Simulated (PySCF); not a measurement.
# How the method changes the constants of TlF

State: ¹Σ⁺ (singlet), closed shell. Set-up: PySCF, scalar-relativistic core potentials, basis sets Tl def2-SVPD with ECP60, F def2-SVPD. De refers to Tl + F in their high-spin ground configurations, without counterpoise correction. A positive dipole means Tl(−)F(+).

```json
{"Level": "RHF", "Re (Å)": "2.120", "ωe (cm⁻¹)": "468", "De (eV)": "3.29", "μ (D)": "-4.69", "CPU s a point (SCF and correlation, without the integrals)": "0.081"}
{"Level": "RHF-MP2", "Re (Å)": "2.132", "ωe (cm⁻¹)": "464", "De (eV)": "5.47", "μ (D)": "n/a", "CPU s a point (SCF and correlation, without the integrals)": "0.13"}
{"Level": "RHF-SCS-MP2", "Re (Å)": "2.136", "ωe (cm⁻¹)": "460", "De (eV)": "5.29", "μ (D)": "n/a", "CPU s a point (SCF and correlation, without the integrals)": "n/a"}
{"Level": "RHF-CCSD", "Re (Å)": "2.131", "ωe (cm⁻¹)": "464", "De (eV)": "5.01", "μ (D)": "n/a", "CPU s a point (SCF and correlation, without the integrals)": "n/a"}
{"Level": "RHF-CCSD(T)", "Re (Å)": "2.135", "ωe (cm⁻¹)": "461", "De (eV)": "5.13", "μ (D)": "n/a", "CPU s a point (SCF and correlation, without the integrals)": "1.9"}
{"Level": "PBE", "Re (Å)": "2.158", "ωe (cm⁻¹)": "441", "De (eV)": "5.51", "μ (D)": "-4.44", "CPU s a point (SCF and correlation, without the integrals)": "0.53"}
{"Level": "r²SCAN", "Re (Å)": "2.132", "ωe (cm⁻¹)": "463", "De (eV)": "5.26", "μ (D)": "-4.33", "CPU s a point (SCF and correlation, without the integrals)": "0.71"}
{"Level": "TPSSh", "Re (Å)": "2.139", "ωe (cm⁻¹)": "457", "De (eV)": "5.22", "μ (D)": "-4.42", "CPU s a point (SCF and correlation, without the integrals)": "0.81"}
{"Level": "PBE0", "Re (Å)": "2.132", "ωe (cm⁻¹)": "461", "De (eV)": "5.09", "μ (D)": "-4.53", "CPU s a point (SCF and correlation, without the integrals)": "1.1"}
{"Level": "r²SCAN0", "Re (Å)": "2.118", "ωe (cm⁻¹)": "473", "De (eV)": "4.91", "μ (D)": "-4.46", "CPU s a point (SCF and correlation, without the integrals)": "0.74"}
{"Level": "M06", "Re (Å)": "2.146", "ωe (cm⁻¹)": "456", "De (eV)": "5.52", "μ (D)": "-4.84", "CPU s a point (SCF and correlation, without the integrals)": "0.77"}
{"Level": "LC-ωPBE", "Re (Å)": "2.123", "ωe (cm⁻¹)": "468", "De (eV)": "5.23", "μ (D)": "-4.48", "CPU s a point (SCF and correlation, without the integrals)": "0.69"}
```

Measured (Huber and Herzberg, Constants of Diatomic Molecules (1979)): Re = 2.084438 Å, ωe = 477.3 cm⁻¹.

The bond length runs from 2.118 Å (r²SCAN0) to 2.158 Å (PBE). De spans 3.29 eV (RHF, mean field) to 5.52 eV (M06, hybrid meta-GGA). Correlation at CCSD(T) changes the Hartree–Fock bond energy by +1.84 eV; the triples alone change it by +0.12 eV.

Correlated steps freeze 5 core orbitals. Correlated levels converge slowly with the basis: in double zeta they bind strong bonds too weakly, by up to about 1 eV, and carry superposition errors of some tenths. Spin–orbit coupling is left out, which matters for elements this heavy, above all for dissociation energies. Where the molecule has an RHF reference, its open-shell atoms are computed with UHF.

The whole job (state search and all levels along the bond) took about 1.7 min on 1 thread of Intel Xeon 6975P-C (shared host), peak memory 0.69 GiB.
